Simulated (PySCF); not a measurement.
# How methods differ on the excitation energy of Be⁺

Be⁺ [He] 2s1 (2S) → Be⁺ [He] 3d1 (2D), as a difference of total energies. Computed with PySCF 2.14 in aug-cc-pCVQZ, with the non-relativistic Hamiltonian (point nucleus). Correlated levels: valence and next inner shell: nothing frozen. The calculations carry no spin-orbit coupling.

```
                                method  excitation energy (eV)  error (eV)
                                   UHF                  12.158      +0.001
                                   LDA                  11.835      -0.322
                                   PBE                  11.764      -0.393
                                  PBE0                  11.887      -0.270
                                r2SCAN                  11.757      -0.400
                               LC-wPBE                  12.328      +0.171
                                 TPSSh                  11.804      -0.353
                                M06-2X                  11.869      -0.288
    MP2 (valence and next inner shell)                  12.222      +0.065
SCS-MP2 (valence and next inner shell)                  12.216      +0.059
```

Reference: 12.157 eV (measured; NIST levels, between the centres of gravity of the two terms).

Errors of the correlated levels include the incompleteness of this basis.

The promoted electron is Rydberg-like, and one or two diffuse shells describe it only roughly, which tends to raise the upper state.
